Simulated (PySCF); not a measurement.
methylsilylboronic acid (CH7BO2Si), SMILES OB([SiH2]C)O. Atoms are numbered in the order given.

```xyz
12

Si     0.7735    -0.3736    -0.7476
C      2.2593    -0.0323     0.3594
B     -0.9726     0.1442     0.1680
O     -0.8890     1.0075     1.2179
O     -2.2198    -0.2942    -0.1918
H      0.7354    -1.8227    -1.1487
H      0.9089     0.3932    -2.0333
H      2.2644     1.0276     0.6589
H      3.2112    -0.2561    -0.1462
H      2.2053    -0.6369     1.2783
H     -1.7665     1.2047     1.5823
H     -2.2094    -0.9140    -0.9303
```

Geometry optimised at r2SCAN-D4/def2-SVP. The values are those of a single conformer.

Computed with PBE/def2-TZVP run with PySCF.

Atomic charges (e):

```tsv
atom	Mulliken	IAO
Si1	-0.01	0.51
C2	-0.46	-0.71
B3	0.23	0.25
O4	-0.36	-0.52
O5	-0.36	-0.53
H6	-0.04	-0.12
H7	-0.03	-0.11
H8	0.14	0.16
H9	0.13	0.16
H10	0.13	0.16
H11	0.31	0.36
H12	0.32	0.38
```

Computed Mayer and Wiberg (Löwdin basis) orders of the bonds:
| bond | Mayer | Wiberg |
|---|---|---|
| Si1–C2 | 1.01 | 1.24 |
| Si1–B3 | 0.95 | 1.06 |
| B3–O4 | 1.37 | 2.04 |
| B3–O5 | 1.34 | 2.02 |
| Si1–H6 | 0.94 | 0.90 |
| Si1–H7 | 0.94 | 0.89 |
| C2–H8 | 0.95 | 0.90 |
| C2–H9 | 0.94 | 0.90 |
| C2–H10 | 0.95 | 0.90 |
| O4–H11 | 0.87 | 0.93 |
| O5–H12 | 0.88 | 0.95 |
